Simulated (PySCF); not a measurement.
Ionisation energy of Cl(2+) by level of theory

Cl(2+) [Ne] 3s2 3p3 (4S) → Cl(3+) [Ne] 3s2 3p2 (3P), as a difference of total energies. All numbers are calculated (PySCF 2.14, scalar relativity by spin-free X2C-1e, in aug-cc-pCVTZ-DK with one added diffuse shell each of s, p, d, f type (9s8p6d4f, 91 functions)). Correlated levels: nothing frozen. The calculations carry no spin-orbit coupling.

```tsv
method	ionisation energy (eV)
UHF	38.958
MP2 (all electrons)	39.666
SCS-MP2 (all electrons)	39.460
CCSD (all electrons)	39.582
CCSD(T) (all electrons)	39.614
```

A first-order spin-orbit estimate (lowest level to lowest level, LS coupling) adds -0.101 eV.

Errors of the correlated levels include the incompleteness of this basis.

Question: Which method comes closest to the reference value, and which is furthest?

Answer: The reference is 39.8 ± 0.11 eV (semi-empirical (NIST evaluation); NIST Atomic Spectra Database, ionization energies). Closest: MP2 (all electrons) (error -0.236 eV); furthest: UHF (error -0.943 eV), both after the spin-orbit estimate.
